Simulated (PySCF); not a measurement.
C₃H₃GeN.
Atom-mapped SMILES: `[CH:1]#[C:2][GeH2:3][C:4]#[N:5]` (hydrogens: H6 on C1; H7, H8 on Ge3)

Cartesian coordinates in Å at the PBE0-D3(BJ)/def2-SVP level; atoms count from 1:
```
atom  x, y, z in Å
C1     2.2530    0.4314   -0.4116
C2     1.1527    0.0093   -0.1168
Ge3   -0.5526   -0.6535    0.3530
C4    -1.8434    0.6782   -0.1658
N5    -2.6332    1.4689   -0.4723
H6     3.2250    0.8113   -0.6750
H7    -0.6713   -0.8372    1.8663
H8    -0.8782   -1.9285   -0.4255
```

All values: CAM-B3LYP/def2-SVPD (PySCF, non-relativistic), on one gas-phase PBE0-D3(BJ)/def2-SVP geometry that isn't relaxed in the solvent. The solvent is an IEF-PCM continuum (cavity from Bondi-type radii × 1.2), and excitations are vertical TDDFT with non-equilibrium linear response and a frozen core. Only the electrostatic response of the medium enters. Spin–orbit coupling is left out although an atom past zinc is present.

Gas-phase singlets (H = HOMO, L = LUMO):

```csv
state,E (eV),λ (nm),f,leading configuration
S1,6.029,206,0.000,H→L 50%
S2,6.310,196,0.002,H-1→L 36%
S3,6.332,196,0.001,H-1→L+1 56%
S4,7.126,174,0.000,H-2→L+3 25%
S5,7.454,166,0.009,H-2→L+1 26%
```

Q: How does the list change in chloroform (ε = 4.711)?

A: 
```json
{"state": "S1", "E (eV)": "6.058", "λ (nm)": "205", "f": "0.000", "leading configuration": "H→L 45%", "change by rank (eV)": "+0.029"}
{"state": "S2", "E (eV)": "6.339", "λ (nm)": "196", "f": "0.003", "leading configuration": "H→L+1 30%", "change by rank (eV)": "+0.029"}
{"state": "S3", "E (eV)": "6.375", "λ (nm)": "194", "f": "0.001", "leading configuration": "H-1→L+1 52%", "change by rank (eV)": "+0.043"}
{"state": "S4", "E (eV)": "7.222", "λ (nm)": "172", "f": "0.000", "leading configuration": "H-2→L 35%", "change by rank (eV)": "+0.096"}
{"state": "S5", "E (eV)": "7.543", "λ (nm)": "164", "f": "0.028", "leading configuration": "H-3→L 26%", "change by rank (eV)": "+0.089"}
```

Q: How do the frontier levels move from gas to chloroform?

A: 
| orbital | gas (eV) | solvent (eV) | change (eV) | Löwdin shares, gas | Löwdin shares, solvent |
| --- | --- | --- | --- | --- | --- |
| LUMO+2 | 0.56 | 0.78 | +0.22 | Ge3 43 %, C2 14 %, C1 13 %, C4 9 % | Ge3 39 %, C2 17 %, C1 16 %, C4 9 % |
| LUMO+1 | 0.35 | 0.48 | +0.13 | Ge3 24 %, C1 17 %, C2 16 %, C4 12 % | Ge3 24 %, C4 17 %, N5 16 %, C1 13 % |
| LUMO | 0.30 | 0.44 | +0.14 | Ge3 27 %, C1 19 %, C2 18 %, C4 11 % | Ge3 24 %, C4 17 %, N5 16 %, C1 15 % |
| HOMO | -10.13 | -9.95 | +0.18 | C2 41 %, C1 40 %, Ge3 8 % | C2 40 %, C1 39 %, Ge3 8 % |
| HOMO-1 | -10.23 | -10.08 | +0.15 | C2 44 %, C1 42 %, Ge3 5 % | C2 44 %, C1 42 %, Ge3 5 % |
| HOMO-2 | -11.26 | -11.36 | -0.10 | N5 42 %, C4 35 %, Ge3 9 %, H8 4 % | N5 36 %, C4 29 %, Ge3 13 %, H8 7 % |
| HOMO-3 | -11.39 | -11.57 | -0.18 | N5 48 %, C4 40 %, Ge3 6 % | N5 46 %, C4 38 %, Ge3 7 % |

The HOMO–LUMO gap goes from 10.44 to 10.38 eV. Rows go by rank; for LUMO, LUMO+1 and LUMO+2 the atom shares or the degeneracy differ between the runs, so the row needn't follow one orbital.
